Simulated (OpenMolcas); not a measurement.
## Pd2+: effect of the metal basis

Pd2+ with its 6 nearest chloride ions at 2.69 Å, on the Na site of NaCl (a = 5.64056 Å, distance in the model lattice 2.820 Å). The rest of the host is ab initio model potentials to 7.6 Å and point charges beyond; the distance is set by hand and nothing relaxes, and no local charge compensation is placed.

- Program: OpenMolcas 26.06
- Method: CASSCF
- Spin-orbit coupling: state interaction with AMFI integrals over the reference wave functions

Fixed: ligand basis ANO-RCC-VDZP, active space 8 electrons in 5 orbitals (4d), DKH2 Hamiltonian.

States (labels of O, the rotations of Oh). Energies in cm-1 above the lowest state or level, χT in cm3 K/mol.

```csv
Run,Metal basis,Ground state,First state of that spin,First gap with spin-orbit (degeneracies),χT at 300 K,First state of another spin,Cost
A,ANO-RCC-VDZP,3A2,3T2 7378,"6537 (3, 2)",1.654,1E 12049,roughly 30 core-seconds
B,ANO-RCC-VTZP,3A2,3T2 7097,"6309 (3, 2)",1.684,1E 12441,roughly 60 core-seconds
```

Against A, the first state of the same spin changes by -3.8 % in B.

Costs are those of the RASSCF and RASSI steps.

Without dynamic correlation the repulsion within the d shell is too large (B by tens of per cent), so at a given field states of lower spin stand too high. Real 4d8 and 5d8 ions are as a rule square planar and diamagnetic. With metal d orbitals alone the field can be off either way by tens of per cent. Ligand-to-metal charge-transfer states are missing. With no ligand orbital active B as a rule stays too high, so bands that hang on it stand too high and its fall with covalency is understated. No measured value stands beside these numbers; the geometry was set by hand and not optimised.
